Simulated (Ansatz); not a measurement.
# A geometry optimisation of C2HSe− with PBE0-D4/def2-TZVPD

The starting geometry of this gas-phase singlet was optimised with GFN2-xTB; its bonds are those of `[C]=C[Se-]`.

| atom | x (Å) | y (Å) | z (Å) |
| --- | --- | --- | --- |
| C | 1.7805 | 0.0435 | -0.2017 |
| C | 0.5427 | -0.2131 | -0.4306 |
| Se | -1.2203 | 0.2352 | -0.8991 |
| H | 0.6250 | -1.2981 | -0.2205 |

Question: Predict what it relaxes into with PBE0-D4/def2-TZVPD.

Answer: It rearranges to `C#C[Se-]`. Contacts that open: C2–H4 (1.11 → 2.28 Å). Contacts that close: C1–H4 (1.77 → 1.06 Å).

The energy falls by 1.94 eV over 13 steps:

```tsv
step	E − E(last) (eV)
1	1.942
2	1.912
4	1.604
5	1.097
6	1.008
8	0.512
9	0.337
10	0.167
12	0.004
13	0.000
```

Final geometry (Å):

```xyz
4

C     1.0954   -0.6946   -0.2233
C     0.0794   -0.1031   -0.5522
Se   -1.4270    0.7739   -1.0396
H     1.9802   -1.2086    0.0631
```

No frequencies were run, so the end isn't proven a minimum. Run with Ansatz 0.2.0, 92 s on 2 threads of AMD EPYC (Zen 3), with other jobs on the host.
